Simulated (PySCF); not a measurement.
Cards and structures have been mixed up. Pair them.

Structures:
1. `N#C[BH2-][PH2+]F`
2. `[BH3-]P(C(C)(C)C)C(C)(C)C`
3. `C[S][Zn-2]([S]C)([S]C)[S]C`
4. `C=C[Si]C` [triplet]

Card P (geometry PBE0-D3(BJ)/def2-SVP):
- Rotational constants A, B, C: 14.392, 1.913, 1.742 GHz
- Dipole moment (PBE0-D3(BJ)/def2-SVP): 4.54 D
- Point group: Cs

Card Q (geometry PBE0-D3(BJ)/def2-SVP):
* Rotational constants A, B, C: 0.681, 0.518, 0.506 GHz
* HOMO energy (PBE0/pcSseg-1): 2.01 eV
* 13C chemical shifts (computed TMS as zero) by class (GIAO PBE0/pcSseg-1): 16.1 (4 C) ppm
* Point group: C1

Card R (geometry PBE0-D3(BJ)/def2-SVP):
- Rotational constants A, B, C: 11.942, 3.833, 2.957 GHz
- Largest isotropic hyperfine couplings (means over sets of like nuclei) (unrestricted B3LYP/IGLO-III on C Si, pcH-1 on H, mean-field spin–orbit): 29Si -410.5, 13C +35.0, 13C +28.9, 13C +27.1, 1H +19.2 (×3) MHz
- Isotropic g value (unrestricted B3LYP/IGLO-III on C Si, pcH-1 on H, mean-field spin–orbit): 2.00236
- Dipole moment (PBE0-D3(BJ)/def2-SVP): 0.78 D

Card S (geometry PBE0-D3(BJ)/def2-SVP):
* Rotational constants A, B, C: 1.514, 0.856, 0.742 GHz
* 13C chemical shifts (computed TMS as zero) by class (GIAO HF/pcSseg-1): 30.7 (6 C), 21.8 (2 C) ppm
* HOMO energy (HF/pcSseg-1): -3.51 eV
* Isotropic shieldings of nuclei other than C and H, by class (GIAO HF/pcSseg-1): 148 (1 B), 355 (1 P) ppm

Species are written as SMILES; each is one conformer at its optimised geometry, gas phase, non-relativistic unless stated; the electronic structure was computed with PySCF and density fitting. Hyperfine couplings of like nuclei are means over topologically equivalent atoms, whose single values can differ widely in one geometry. NMR classes are plain means over equivalent atoms (diastereotopic ones count apart unless rotation or inversion swaps them), as if these changed places fast.

Which card belongs to which structure?

P = 1, Q = 3, R = 4, S = 2. What ties each card to its structure:
- 1 (card P), CH4BFNP, monoisotopic mass 91.0 u, 5 heavy atoms: point group Cs; an asymmetric top with C = 1.742 GHz; dipole 4.54 D.
- 2 (card S), [C8H21BP]-, monoisotopic mass 159.1 u, 10 heavy atoms: 8 C in 2 classes; a HOMO at -3.51 eV for the only species of charge -1; the least shielded carbon (30.7 ppm) is a methyl carbon; an asymmetric top with C = 0.742 GHz.
- 3 (card Q), [C4H12S4Zn]2-, monoisotopic mass 251.9 u, 9 heavy atoms: 4 C in 1 class; a HOMO at 2.01 eV for the only species of charge -2; an asymmetric top with C = 0.506 GHz, the lowest such constant on the cards.
- 4 (card R), C3H6Si, monoisotopic mass 70.0 u, 4 heavy atoms: an asymmetric top with C = 2.957 GHz, the highest such constant on the cards; dipole 0.78 D; an open shell with its largest isotropic coupling to 29Si.
